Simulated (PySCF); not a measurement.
All values below come from PBE0-D3(BJ)/def2-TZVP (PySCF). Isolated molecules, 0 K electronic values unless said otherwise. Excitations are Tamm–Dancoff values on a coarser integration grid. The basis has no diffuse functions, so Rydberg states are missing or too high.

Reference species (SMILES): `CC(Cl)=C` (neutral, multiplicity 1).

```
Quantity               Value
-------------------  -------
T1 excitation (TDA)  4.19 eV
S1–T1 gap (TDA)      2.57 eV
```

Changed species: `ClC1CC1`.

Problem. What does the change do to the T1 excitation (TDA) and S1–T1 gap (TDA)?

Solution. the T1 excitation (TDA) increases by 2.04 eV, to 6.23 eV; the S1–T1 gap (TDA) falls by 1.79 eV, to 0.78 eV.
